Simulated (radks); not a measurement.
The boron ion B+, [He] 2s2. Method: non-relativistic Kohn-Sham, exchange-only LDA, spin-polarised, spherical densities, point nucleus; computed with a radial shooting solver on a logarithmic mesh with Libxc functionals. Every spin shell is full or empty, so the densities are truly spherical. Functionals are evaluated on that one density, not self-consistently. Rank these exchange functionals by their error against the exact value of the orbitals, and give that value: LDA, PBE, PW91, OPTX, AM05, B86b, r2SCAN, MS2, TASK.

Answer. Exact: -3.44916 hartree. From best to worst, with 100 (|E| - |E exact|)/|E exact| (equal figures are ties): OPTX 0.00, B86b -0.08, r2SCAN -0.32, MS2 +0.59, PW91 -0.61, PBE -0.95, TASK -2.49, AM05 -10.20, LDA -12.95.
